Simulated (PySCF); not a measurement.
**As⁺: ionisation energy**

As⁺ [Ar] 3d10 4s2 4p2 (3P) → As²⁺ [Ar] 3d10 4s2 4p1 (2P), as a difference of total energies. All numbers are calculated (PySCF 2.14, the spin-free X2C one-electron Hamiltonian (Gaussian nucleus), in dyall-v3z (23s16p10d1f, 128 functions)). Correlated levels: valence: [Ar] 3d10 frozen; virtual orbitals above 40 to 60 times the deepest correlated orbital energy dropped. The calculations carry no spin-orbit coupling.

```csv
method,ionisation energy (eV),plus first-order spin-orbit estimate,error of that sum (eV)
UHF,17.980,17.947,-0.642
LDA,18.661,18.629,+0.040
PBE,18.502,18.469,-0.120
PBE0,18.556,18.524,-0.065
r2SCAN,18.726,18.694,+0.105
TPSSh,18.563,18.530,-0.059
MN15,18.620,18.587,-0.002
r2SCANh,18.724,18.691,+0.102
ROHF,17.974,17.942,-0.647
MP2 (valence),18.354,18.321,-0.268
SCS-MP2 (valence),18.278,18.246,-0.343
```

Reference: 18.589 eV (measured; NIST Atomic Spectra Database, ionization energies).

A first-order spin-orbit estimate (lowest level to lowest level, LS coupling) adds -0.032 eV.

Errors of the correlated levels include the incompleteness of this basis and the frozen core.
